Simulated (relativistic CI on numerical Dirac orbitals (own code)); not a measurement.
## Radial parameters of Tc I

Calculated at this level of theory: Dirac-Coulomb-Breit CI, KLI orbitals optimised for each configuration, model QED, valence Slater integrals scaled by 0.85, P86 correlation energy added to each configuration (own radial code, finite nucleus).

Slater integrals F^k, G^k are unscaled and averaged over j, outside the closed core [Kr]; ζ comes from projecting the Hamiltonian with its Breit term on Σ l·s of the shell.

- 4d5 5s2: F^2(4d,4d) = 56932, F^4(4d,4d) = 36747, ζ(4d) = 774.84 cm⁻¹; <r>(4d) = 1.727, <r^2>(4d) = 3.683 (bohr units).
- 4d6 5s: F^2(4d,4d) = 53288, F^4(4d,4d) = 34169, ζ(4d) = 690.33, G^2(4d,5s) = 14722 cm⁻¹; <r>(4d) = 1.83, <r^2>(4d) = 4.211, <r>(5s) = 3.503, <r^2>(5s) = 14.24 (bohr units).
- 4d5 5s 5p: F^2(4d,4d) = 58047, F^4(4d,4d) = 37549, ζ(4d) = 797.65, G^2(4d,5s) = 14594, F^2(4d,5p) = 13671, G^1(4d,5p) = 6580.5, G^3(4d,5p) = 4942.9, G^1(5s,5p) = 28321, ζ(5p) = 583.78 cm⁻¹; <r>(4d) = 1.699, <r^2>(4d) = 3.531, <r>(5s) = 3.28, <r^2>(5s) = 12.39, <r>(5p) = 4.729, <r^2>(5p) = 26.19 (bohr units).

**Question.** Give the Racah parameters of the d shell in 4d5 5s2.

**Answer.** B = F²/49 − 5F⁴/441 = 745 cm⁻¹ and C = 35F⁴/441 = 2916 cm⁻¹; values fitted to spectra at such low charge are typically 15 to 30 % smaller.

In this model ζ of a weakly bound d, f or g electron outside closed shells comes out too small, for d by up to a factor of two or three and at times with the wrong sign; that of an outer p electron is too small as well.

For a near-neutral ion this model can misplace configurations by up to about 10,000 cm⁻¹ (more where the count of f electrons changes) and terms by 10 to 25 % of their spread. Rates follow the energies as ν³ (E1, M1) or ν⁵ (E2), so they and the lifetimes can be off by large factors. The fine structure of a lone outer electron comes out too small, for d and f at times inverted, and misplaced configurations move strength between like terms. 30 of the 33 excited levels that our extract of the measured tables holds in this range could be paired (the sources list more); they are missed by 2624 cm⁻¹ on average and 5545 at most, and levels without a partner can miss by more.

Averages of the first 10 configurations, taken without configuration mixing, which lowers the lowest level and can move excited configurations by several eV; other configurations of the list can lie among them:

| Configuration | Parity | States | Average energy above the lowest level (eV) |
| --- | --- | --- | --- |
| 4d5 5s2 | even | 252 | 4.4 |
| 4d6 5s | even | 420 | 3.3 |
| 4d5 5s 5p | odd | 3024 | 7.1 |
| 4d6 5p | odd | 1260 | 6.1 |
| 4d7 | even | 120 | 4.1 |
| 4d6 5d | even | 2100 | 8.0 |
| 4d6 6s | even | 420 | 7.4 |
| 4d6 6p | odd | 1260 | 8.1 |
| 4d5 5s 6s | even | 1008 | 9.0 |
| 4d5 5s 7s | even | 1008 | 10.3 |
